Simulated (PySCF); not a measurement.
# RbF and its ions

RHF-CCSD(T); PySCF, scalar-relativistic core potentials, basis sets Rb def2-SVP with ECP28, F def2-SVP. Neutral (RHF): singlet (closed shell), Re = 2.322 Å, ωe = 399 cm⁻¹, De = 3.95 eV.

RbF⁺ (UHF): doublet (π ↑), Re = 3.030 Å, ωe = 111 cm⁻¹, De = 0.15 eV to Rb⁺ + F. The energies at the minima are -123.44320 hartree for RbF and -123.15388 for RbF⁺.

Question: Work out the adiabatic ionisation energy, without and with harmonic zero-point energies (1 hartree = 27.2114 eV, 1 eV = 8065.5 cm⁻¹), and the change of the bond length.

Answer: At CCSD(T): 0.28932 hartree = 7.873 eV between the minima; the zero-point term (111.0 − 399.0)/2 cm⁻¹ = -0.018 eV makes it 7.855 eV. Re changes by +70.8 pm against the neutral. The electron leaves a π orbital, and the ion is left as a loose complex of an ion and an atom.

Correlated steps freeze 1 core orbital. Weak bonds: RbF⁺. Basis-set superposition, not corrected here, can be much of De in a small basis, most of all at correlated wavefunction levels. Spin–orbit coupling is left out. For an ion De counts to the pair picked by the measured ionisation energies or electron affinities, which need not be the lowest pair at this level. Where the molecule has an RHF reference, its open-shell atoms are computed with UHF. States were picked by a PBE0 search and need not be the measured ground states.

Neutral and ion stand on different kinds of reference determinant, which adds to the error of the difference.
